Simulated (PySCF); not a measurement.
CrOBr₂, SMILES [O]=[Cr]([Br])[Br] (connectivity only; charge and spin as stated), neutral, multiplicity 3. Geometry: B3LYP-D3(BJ)/def2-SVP. The spin state was assumed, not searched.

These are B3LYP-D3(BJ)/def2-SVP (PySCF 2.14.0) values and carry that method's errors.

Harmonic wavenumbers (cm⁻¹): 80, 116, 188, 273, 396, 1123. Rotational constants (GHz): 3.629, 0.8024, 0.6571; symmetry number 2.

Task: Work out the zero-point energy and the ideal-gas rigid-rotor harmonic-oscillator thermochemistry at 298.15 K and 1 atm.

Result: ZPE = ½ Σ hcν = ½ × 2176 cm⁻¹ = 13.02 kJ/mol. H − E(el) = 30.41 kJ/mol. Entropy in J/(mol K): translation 176.45, rotation 117.70, vibration 49.83, spin 9.13, total 353.12. G − E(el) = -74.87 kJ/mol. Cp = 71.83 J/(mol K). Modes under 150 cm⁻¹ make the vibrational entropy uncertain.
